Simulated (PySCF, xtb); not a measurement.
C₄H₆OSi, SMILES [SiH2]1C=CCC1=O. One conformer was computed; it need not be the lowest.

Harmonic wavenumbers (cm⁻¹) from GFN2-xTB (xtb 6.7.1) at its own minimum, in rising order: 55, 279, 329, 374, 419, 494, 531, 602, 619, 667, 687, 766, 803, 857, 925, 998, 1034, 1087, 1132, 1272, 1308, 1409, 1641, 1755, 2268, 2275, 2931, 2958, 3040, 3087.

### Question
What does PBE-D3(BJ)/def2-SVP run with PySCF give at its own minimum? (The exact figures need the calculation; the answer reports its results.)

### Answer
62, 287, 332, 341, 432, 555, 571, 579, 619, 680, 711, 786, 852, 909, 935, 979, 995, 1084, 1099, 1246, 1296, 1337, 1591, 1763, 2158, 2162, 2955, 2994, 3067, 3123. Paired by order, the mean absolute difference is 32 cm⁻¹ and the zero-point energies are 52.3 and 52.2 kcal/mol.
